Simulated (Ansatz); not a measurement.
Na₄H₄⁺. The state is a doublet with charge 1. Geometry r2SCAN-D4/def2-SVP, that of the neutral singlet.

Cartesian coordinates in Å:
```
Na -1.264 -1.089 -0.886
Na 1.744 -0.543 -0.479
Na -0.259 1.802 -0.503
Na -0.221 -0.170 1.868
H -1.813 0.563 0.499
H 1.314 1.132 0.920
H 0.269 -1.873 0.523
H 0.230 0.177 -1.942
```

At PBE-D4/def2-TZVP, r2SCAN-D4/def2-TZVP the gap within one spin of the charge 1 doublet nearly closes, so an electron or hole may be smeared out by delocalisation error. The structure comes from a short search, and lower isomers may exist.

(1) Estimate the α-spin orbital energies around the gap (eV) in Ansatz with PBE-D4/def2-TZVP, r2SCAN-D4/def2-TZVP, PBE0-D4/def2-TZVP.

Answers

(1) 
```json
{"orbital": "HOMO−5", "PBE-D4/def2-TZVP": "-32.27", "r2SCAN-D4/def2-TZVP": "-33.30", "PBE0-D4/def2-TZVP": "-35.66"}
{"orbital": "HOMO−4", "PBE-D4/def2-TZVP": "-32.27", "r2SCAN-D4/def2-TZVP": "-33.29", "PBE0-D4/def2-TZVP": "-35.65"}
{"orbital": "HOMO−3", "PBE-D4/def2-TZVP": "-11.47", "r2SCAN-D4/def2-TZVP": "-11.74", "PBE0-D4/def2-TZVP": "-12.88"}
{"orbital": "HOMO−2", "PBE-D4/def2-TZVP": "-10.04", "r2SCAN-D4/def2-TZVP": "-10.38", "PBE0-D4/def2-TZVP": "-11.34"}
{"orbital": "HOMO−1", "PBE-D4/def2-TZVP": "-10.00", "r2SCAN-D4/def2-TZVP": "-10.34", "PBE0-D4/def2-TZVP": "-11.30"}
{"orbital": "HOMO", "PBE-D4/def2-TZVP": "-10.00", "r2SCAN-D4/def2-TZVP": "-10.34", "PBE0-D4/def2-TZVP": "-11.30"}
{"orbital": "LUMO", "PBE-D4/def2-TZVP": "-4.50", "r2SCAN-D4/def2-TZVP": "-3.68", "PBE0-D4/def2-TZVP": "-3.86"}
{"orbital": "LUMO+1", "PBE-D4/def2-TZVP": "-4.49", "r2SCAN-D4/def2-TZVP": "-3.65", "PBE0-D4/def2-TZVP": "-3.84"}
{"orbital": "LUMO+2", "PBE-D4/def2-TZVP": "-4.49", "r2SCAN-D4/def2-TZVP": "-3.64", "PBE0-D4/def2-TZVP": "-3.84"}
{"orbital": "LUMO+3", "PBE-D4/def2-TZVP": "-4.10", "r2SCAN-D4/def2-TZVP": "-3.33", "PBE0-D4/def2-TZVP": "-3.55"}
{"orbital": "LUMO+4", "PBE-D4/def2-TZVP": "-3.57", "r2SCAN-D4/def2-TZVP": "-2.94", "PBE0-D4/def2-TZVP": "-2.99"}
{"orbital": "LUMO+5", "PBE-D4/def2-TZVP": "-3.50", "r2SCAN-D4/def2-TZVP": "-2.84", "PBE0-D4/def2-TZVP": "-2.92"}
{"orbital": "β HOMO", "PBE-D4/def2-TZVP": "-9.36", "r2SCAN-D4/def2-TZVP": "-9.42", "PBE0-D4/def2-TZVP": "-10.12"}
{"orbital": "β LUMO", "PBE-D4/def2-TZVP": "-9.34", "r2SCAN-D4/def2-TZVP": "-9.35", "PBE0-D4/def2-TZVP": "-8.94"}
```
